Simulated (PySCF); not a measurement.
Run record: geometry optimisation, `[C@H]1([C@H](F)C1)O[SiH3]`.

Method: PBE0-D3(BJ)/def2-SVP geometry optimisation, gas phase (PySCF 2.14.0). Start geometry: GFN2-xTB. The command runs a driver script over a list of jobs; the input below is this job's line of settings and its coordinates in Å.

Command:
```bash
OMP_NUM_THREADS=1 python probes_run.py task.json out
```

Input:
```
{"job": {"xc": "PBE0", "basis": "def2-SVP", "d3": "d3bj", "grid": 1, "shake": 0.01, "kind": "geom"}, "charge": 0, "multiplicity": 1}
F      0.087770     1.745770    -0.217400
C     -0.917800     0.911970    -0.629750
C     -1.561610     0.040680     0.404130
C     -0.585570    -0.553560    -0.621780
O      0.591250    -1.072910    -0.278210
Si     1.904270    -0.413590     0.446620
H     -1.485130     1.362560    -1.422380
H     -1.129050     0.137430     1.406520
H     -2.601930    -0.146550     0.380390
H     -1.072220    -1.142550    -1.406290
H      1.571210     0.205460     1.739530
H      2.576280     0.554710    -0.410330
H      2.628350    -1.646300     0.598640
```

Output:
```
step   0  E = -582.31270233  max force = 0.048543
step   1  E = -582.32071085  max force = 0.011410
step   2  E = -582.32111625  max force = 0.003122
step   3  E = -582.32117476  max force = 0.001008
step   4  E = -582.32120501  max force = 0.001376
step   5  E = -582.32122840  max force = 0.001260
step   6  E = -582.32125321  max force = 0.001229
step   7  E = -582.32130255  max force = 0.001977
step   8  E = -582.32147292  max force = 0.002965
step   9  E = -582.32008699  max force = 0.009160
step  10  E = -582.32148537  max force = 0.005400
step  11  E = -582.32185214  max force = 0.002832
step  12  E = -582.32204645  max force = 0.002200
step  13  E = -582.32212861  max force = 0.001547
step  14  E = -582.32217011  max force = 0.000978
step  15  E = -582.32217484  max force = 0.000471
step  16  E = -582.32217323  max force = 0.000202
optimisation converged
```

Energies in Eh; «max force» is the largest Cartesian gradient component in Eh/bohr.

Question: How much energy does the optimisation release, in kcal/mol?

Answer: E(step 0) − E(last step) = 0.009471 Eh, which is 5.9 kcal/mol.

Question: At which steps does the energy rise by more than 1e-5 Eh?

Answer: At step 9 (+1.39 mEh).

In short: final energy -582.32217 Eh after 16 steps; dipole 1.84 D.

On an Arm Neoverse N1 with one thread, shared host with 64 logical CPUs at a one-minute load of 57, this took 2.7 min wall and 0.54 GiB of memory at its peak.
Labels such as C1 count atoms from 1, the log's own numbers from 0.
